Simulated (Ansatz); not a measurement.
## Counterpoise correction, worked out

The pair of Br⁻ (SMILES [Br-], atom 1) and PH3 (SMILES P, atoms 2–5), both closed shells, in one local arrangement (a lower one may exist), relaxed at PBE0-D4/def2-TZVPD:

Br1  (0.118, -0.373, -2.910)
P2  (-0.565, 0.136, 0.929)
H3  (0.335, -0.878, 1.356)
H4  (0.403, 1.164, 1.098)
H5  (-0.291, -0.050, -0.473)
(Å)

Program: Ansatz 0.2.0. Basis: def2-TZVPPD. Cores are frozen in the correlated methods. Filled d shells of the heavier atoms are correlated. The def2 sets are not built for correlating such inner shells, so the correlated values are less sure here.

CCSD(T) total energies in eV:

| system | geometry | basis functions | energy |
| --- | --- | --- | --- |
| pair | pair | all | -79334.40050 |
| Br⁻ | as in the pair | all (partner as ghosts) | -70009.11451 |
| PH3 | as in the pair | all (partner as ghosts) | -9325.08293 |
| Br⁻ | as in the pair | its own | -70009.07907 |
| PH3 | as in the pair | its own | -9325.07784 |
| Br⁻ | free (PBE0-D4 minimum) | its own | -70009.07907 |
| PH3 | free (PBE0-D4 minimum) | its own | -9325.08632 |

(1) Work out the interaction energy with and without the counterpoise correction, the superposition error, and the binding energy from the relaxed fragments.

No T1 diagnostic of these runs exceeds 0.014.

Results:

(1) Without correction: -79334.40050 − (-70009.07907) − (-9325.07784) = -0.24359 eV.
With correction (each fragment in the whole basis): -79334.40050 − (-70009.11451) − (-9325.08293) = -0.20306 eV = -4.68 kcal/mol.
The superposition error is the difference, 0.04053 eV, 17 % of the uncorrected value: each fragment borrows its partner's functions.
Deformation from the free shapes: 0.00000 eV for Br⁻ and 0.00848 eV for PH3.
Binding energy from relaxed fragments: -0.20306 + 0.00000 + 0.00848 = -0.19458 eV = -4.49 kcal/mol (electronic, without zero-point energy; negative means bound). For comparison, the corrected interaction energy by CCSD(T) at an estimated basis limit (MP2 extrapolated from triple and quadruple zeta, plus CCSD(T) − MP2 in triple zeta) is -0.244 eV; triple zeta with the correction binds less.

For scale, one of the runs: CCSD(T)/def2-TZVPPD, 156 basis functions, launched by `ansatz run in.yaml --threads 2 --pin off --events-out ev --progress --plain --max-ram 5222MiB`. The run took 25 s on 2 CPU threads of an Arm Neoverse V1 (shared host), with 1 GiB of host memory at its peak.
